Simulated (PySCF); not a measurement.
Zn(Me)(SeH), SMILES [CH3][Zn][SeH] (B3LYP/def2-SVP optimised geometry):

```
7

Zn    -0.209    -0.018     0.000
C     -0.259     1.936    -0.002
H      0.325     2.341    -0.844
H      0.156     2.340     0.935
H     -1.296     2.294    -0.101
Se    -0.182    -2.341     0.000
H      1.296    -2.341     0.000
```

Method: B3LYP/def2-TZVP run with PySCF 2.14.0.

Question: What are the frontier orbital energies and the dipole moment?

Answer: HOMO-2 -9.00 eV, HOMO-1 -7.44 eV, HOMO -6.54 eV, LUMO -0.74 eV, LUMO+1 -0.70 eV; dipole moment 1.66 D.

On the same geometry PBE/def2-TZVP run with PySCF 2.14.0 gives HOMO-2 -8.03 eV, HOMO-1 -6.61 eV, HOMO -5.67 eV, LUMO -1.21 eV, LUMO+1 -1.19 eV; dipole moment 1.63 D.

Meta-Löwdin charges at B3LYP/def2-TZVP: Zn1 1.03, C2 -0.81, H3 0.12, H4 0.12, H5 0.12, Se6 -0.63, H7 0.06.
